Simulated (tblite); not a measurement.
Compound: C₄H₈BrN.
Z-matrix (Å and degrees, GFN2-xTB geometry), rows numbered from 1:
```
C 
C   1  1.4911
C   2  1.3244  1  125.25
Br  3  1.8979  2  124.12  1    -1.31
C   2  1.5083  1  115.12  3   178.89
N   5  1.4570  2  109.17  1   -60.13
H   1  1.0901  2  109.77  3   103.63
H   1  1.0878  2  108.93  3  -138.28
H   1  1.0863  2  111.66  3   -16.83
H   3  1.0783  2  123.79  1   179.85
H   5  1.1026  2  109.93  1   174.66
H   5  1.0948  2  108.66  1    56.50
H   6  1.0149  5  110.23  2   -63.98
H   6  1.0135  5  110.34  2   176.90
```

Method: GFN2-xTB as coded in tblite; computed harmonic values from a numerical Hessian at the method's own geometry, unscaled. Errors from tens to a few hundred cm⁻¹ against measured bands are possible. One conformer, not necessarily the lowest.

Harmonic wavenumbers (cm⁻¹): 57.1, 105.6, 156.0, 198.0, 254.2, 289.1, 315.6, 420.5, 543.4, 699.1, 769.7, 860.2, 888.1, 976.7, 1032.7, 1055.8, 1088.4, 1123.5, 1180.3, 1241.9, 1290.4, 1346.3, 1395.9, 1457.4, 1466.8, 1477.5, 1559.5, 1693.0, 2831.1, 2945.7, 3001.8, 3040.4, 3053.6, 3082.4, 3389.9, 3424.7.

A = 6753, B = 911.6, C = 849.5 MHz; mass 148.984 u (most abundant isotopes); point group C1, symmetry number 1.

Q: Zero-point energy?

A: ½Σν̃ = 24856 cm⁻¹ = 71.07 kcal/mol.

Q: Give the ideal-gas entropy at 400 K and 1 bar in the rigid-rotor, harmonic-oscillator model (classical rotation).

A: Translation 42.39, rotation 29.39, vibration 27.06: S = 98.8 cal/(mol K).

Q: And Cp and H(400 K) − H(0)?

A: Cp = 35.23 cal/(mol K), of which vibrations give 27.28 (their classical limit is 36 R = 71.5); H(400 K) − H(0) = 8.82 kcal/mol without the zero-point energy, 5.64 from vibrations.

Q: What must be added to the electronic energy to get the Gibbs energy at 400 K and 1 bar?

A: ZPE + [H(400 K) − H(0)] − T·S = 71.07 + 8.82 − 39.54 = 40.35 kcal/mol.

Q: Which modes carry the vibrational entropy at 400 K?

A: 57.1 cm⁻¹: 5.14; 105.6 cm⁻¹: 3.92; 156.0 cm⁻¹: 3.16; 198.0 cm⁻¹: 2.70; 254.2 cm⁻¹: 2.23; 289.1 cm⁻¹: 2.00 cal/(mol K); the other 30 give 7.91 together.

Hindered rotation and anharmonicity are outside this model. Other conformers, if any are populated, would add a mixing term that is left out. The structure is chiral; the term R ln 2 for an equal mix with its mirror image is left out.

Hardware: one thread, Intel Xeon at 2.50 GHz (x86_64), no GPU, shared host. Cost: 1.1 s wall, 0.96 s CPU. This covers the Hessian and the dipole derivatives.
